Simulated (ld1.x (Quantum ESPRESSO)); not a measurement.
**Se: variants of one PAW potential**

Base potential:

selenium, PAW, made with ld1.x (Quantum ESPRESSO) 7.5 (PBE, fully relativistic). Core [Ar] 3d10, reference 4s2 4p4. Waves: 4s (bound): rcut 1.15, rcutus 1.45 bohr; 4s channel at 2.65 Ry: rcut 1.15, rcutus 1.45 bohr; 4p (bound): rcut 1.60, rcutus 1.80 bohr; 4p channel at -0.1 Ry: rcut 1.60, rcutus 1.80 bohr; 4d channel at 0.45 Ry: rcut 1.65, rcutus 2.05 bohr. Local part: all-electron potential smoothed inside 1.45 bohr (lloc = -1). Core correction: a·sin(br)/r model core, default radius (ld1.x builds one for every PAW set, though the input has nlcc=.false.). Augmentation charge: PSQ, inside the norm-conserving radii.

Open shells are filled in proportion to 2j + 1 (rel_dist='average').

All-electron outer shells of the reference configuration (PBE, scalar-relativistic, ld1.x):

```
shell  level (eV)  outermost node (bohr)  outermost maximum (bohr)
   3p     -152.98                   0.21                      0.50
   3d      -53.12                      –                      0.45
   4s      -17.29                   0.70                      1.51
   4p       -6.51                   0.74                      1.82
```

Cutoffs, loose and tight: the cutoffs (Ry, on a coarse ladder) from which the occupation-weighted sum of valence levels, in a spherical-Bessel basis at the reference potential, stays within 10 and 1 mRy of its value at 400 Ry. They do not see the model core or the augmentation charge, which bear on the density cutoff. Test errors are all-electron minus pseudo excitation energies from the reference, over the configurations 4s2 4p3; 4s2 4p2; 4s2 4p1; 4s1 4p5; 4s0 4p6; 4s2 4p0; 4s1 4p4. A dash means not determined; rows that change the core or the reference have their own tests. The largest error is taken over the tests solved by every variant that gives reliable tests at all: 4s0 4p6; 4s1 4p5; 4s2 4p1; 4s2 4p2; 4s2 4p3.

Cutoffs are not given where the Bessel-basis levels miss the radial ones by over 6 mRy, ghosts where they miss by over 20 mRy; a channel whose overlap is not positive is not tested.

```csv
change,outcome,bound ghosts,largest test error (meV)
base,generated,not determined,-85
"wave 4d channel at 0.45 Ry: rcut 1.65, rcutus 2.05 bohr becomes 4d channel at 0.45 Ry: rcut 1.32, rcutus 1.40 bohr",generated,not determined,-64
"wave 4d channel at 0.45 Ry: rcut 1.65, rcutus 2.05 bohr becomes 4d channel at 0.45 Ry: rcut 1.52, rcutus 1.62 bohr",generated,not determined,-64
"wave 4d channel at 0.45 Ry: rcut 1.65, rcutus 2.05 bohr becomes 4d channel at 0.45 Ry: rcut 1.65, rcutus 1.88 bohr",generated,not determined,-70
"wave 4d channel at 0.45 Ry: rcut 1.65, rcutus 2.05 bohr becomes 4d channel at 0.45 Ry: rcut 1.65, rcutus 2.26 bohr",generated,not determined,-92
"wave 4d channel at 0.45 Ry: rcut 1.65, rcutus 2.05 bohr becomes 4d channel at 0.45 Ry: rcut 1.65, rcutus 2.52 bohr",generated,not determined,-95
"wave 4d channel at 0.45 Ry: rcut 1.65, rcutus 2.05 bohr becomes 4d channel at 0.45 Ry: rcut 1.65, rcutus 2.74 bohr",generated,not determined,-96
"wave 4d channel at 0.45 Ry: rcut 1.65, rcutus 2.05 bohr becomes 4d channel at 0.45 Ry: rcut 1.65, rcutus 3.12 bohr",generated,not determined,-96
```
